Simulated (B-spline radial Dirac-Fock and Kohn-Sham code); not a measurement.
# Co¹⁹⁺: eigenvalues, ΔSCF and the reference

System: cobalt as Co¹⁹⁺ in the configuration [He] 2s2 2p4.

The density-functional columns are spherical, spin-unpolarised Dirac-Kohn-Sham results without Breit or QED terms: −ε is minus the orbital energy of the initial state and ΔSCF the difference of two total energies. The reference in the last column comes from multi-electron Dirac-Fock with separately optimised hole states, Breit and Lamb-shift corrections added in first order. All numbers are from a radial finite-basis atomic code, in eV; a selection of levels is shown. For the 1s level of heavy atoms much of the gap between ΔSCF and the reference is the Breit and QED part, -12.5 eV here; for other levels the error of the functional can be larger.

| level | LDA −ε | LDA ΔSCF | Dirac-Fock |
| --- | --- | --- | --- |
| K | 8468.3 | 8659.5 | 8642.8 |
| L1 | 1667.3 | 1713.7 | 1721.1 |
| L2,3 | 1561.0 | 1614.6 | 1612.4 |

Values without a named source are computed, but for edge energies of neutral atoms, which are taken from tables.
